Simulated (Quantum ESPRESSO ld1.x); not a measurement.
Radial electron density D(r) = 4 pi r^2 rho(r) of an atom or ion with 47 electrons. Calculated with ld1.x of Quantum ESPRESSO 7.5: Dirac Kohn-Sham, LDA (Slater exchange, Perdew-Wang correlation), spin-unpolarised, spherical densities, point nucleus.

| r (bohr) | D(r) (e/bohr) |
|---|---|
| 0.003965 | 12.59 |
| 0.00458 | 15.58 |
| 0.005331 | 19.31 |
| 0.006157 | 23.43 |
| 0.007111 | 28.08 |
| 0.008212 | 33.21 |
| 0.00956 | 38.97 |
| 0.01104 | 44.51 |
| 0.01275 | 49.82 |
| 0.01473 | 54.50 |
| 0.01714 | 58.27 |
| 0.0198 | 60.33 |
| 0.02286 | 60.71 |
| 0.02641 | 59.46 |
| 0.0305 | 57.02 |
| 0.0355 | 54.13 |
| 0.041 | 52.31 |
| 0.04735 | 52.59 |
| 0.05469 | 55.66 |
| 0.06366 | 61.67 |
| 0.07352 | 68.50 |
| 0.08491 | 74.05 |
| 0.09806 | 75.89 |
| 0.1142 | 72.43 |
| 0.1318 | 65.01 |
| 0.1523 | 56.74 |
| 0.1758 | 51.50 |
| 0.2047 | 51.77 |
| 0.2364 | 56.27 |
| 0.273 | 60.48 |
| 0.3153 | 59.60 |
| 0.3671 | 51.06 |
| 0.4239 | 38.31 |
| 0.4896 | 26.14 |
| 0.5654 | 18.71 |
| 0.653 | 16.78 |
| 0.7602 | 17.97 |
| 0.878 | 18.77 |
| 1.014 | 17.45 |
| 1.171 | 14.29 |
| 1.363 | 10.30 |
| 1.574 | 6.974 |
| 1.818 | 4.520 |
| 2.1 | 2.874 |
| 2.445 | 1.766 |
| 2.823 | 1.099 |
| 3.26 | 0.6639 |
| 3.765 | 0.3820 |
| 4.384 | 0.1970 |
| 5.062 | 0.09523 |
| 5.847 | 0.04067 |
| 6.752 | 0.01495 |
| 7.861 | 0.004286 |
| 9.078 | 0.001063 |
| 10.48 | 0.0002085 |

What is the nuclear charge?

Answer. Z = 47. The innermost maximum, from 1s, lies near gamma/Z bohr with gamma = sqrt(1 - (Z/c)^2) = 0.939, here 0.02 bohr (found: 0.0220), and its height grows with Z. The density is that of neutral silver in [Kr] 4d10 5s1; the configuration itself is not fixed sharply by these data, and Z only to a few units. D(r) has 4 maxima, at r = 0.0220, 0.0965, 0.289, 0.871 bohr, and minima at 0.0434, 0.187, 0.648 bohr, inside which lie 2.04, 11.13, 29.04 electrons.
